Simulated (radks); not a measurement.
Values are calculated unless marked as measured or tabulated.
Problem. The mean radii <r> (bohr) of the occupied orbitals of an atom or ion are listed with their occupations. Code: a radial shooting solver on a logarithmic mesh with Libxc functionals. Model: scalar-relativistic Kohn-Sham, PBEsol, spin-polarised, spherical densities, point nucleus.

| orbital | occ. | <r> |
|---|---|---|
| 1s up | 1 | 0.02074 |
| 1s down | 1 | 0.02074 |
| 2s up | 1 | 0.08811 |
| 2s down | 1 | 0.08811 |
| 2p up | 3 | 0.07808 |
| 2p down | 3 | 0.07808 |
| 3s up | 1 | 0.2300 |
| 3s down | 1 | 0.2299 |
| 3p up | 3 | 0.2290 |
| 3p down | 3 | 0.2289 |
| 3d up | 5 | 0.2080 |
| 3d down | 5 | 0.2078 |
| 4s up | 1 | 0.5189 |
| 4s down | 1 | 0.5190 |
| 4p up | 3 | 0.5502 |
| 4p down | 3 | 0.5504 |
| 4d up | 5 | 0.5965 |
| 4d down | 5 | 0.5969 |
| 5s up | 1 | 1.273 |
| 5s down | 1 | 1.280 |
| 5p up | 3 | 1.514 |
| 5p down | 3 | 1.523 |
| 4f up | 7 | 0.8423 |
| 6s up | 1 | 3.921 |
| 4f down | 4 | 0.8678 |
| 6p up | 1 | 5.321 |

Name the element and its charge. Open shells, if any, are filled with parallel spins first.

Solution. Z = 67, holmium, charge 0: Ho in [Xe] 4f11 6s1 6p1. The 1s radius gives Z: for a bare nucleus <r> = (2 gamma + 1)/(2Z) with gamma = sqrt(1 - (Z/c)^2), 0.02048 bohr for Z = 67, and screening makes it slightly larger (0.02074 here). The occupations add up to 67, and the charge is Z minus that.
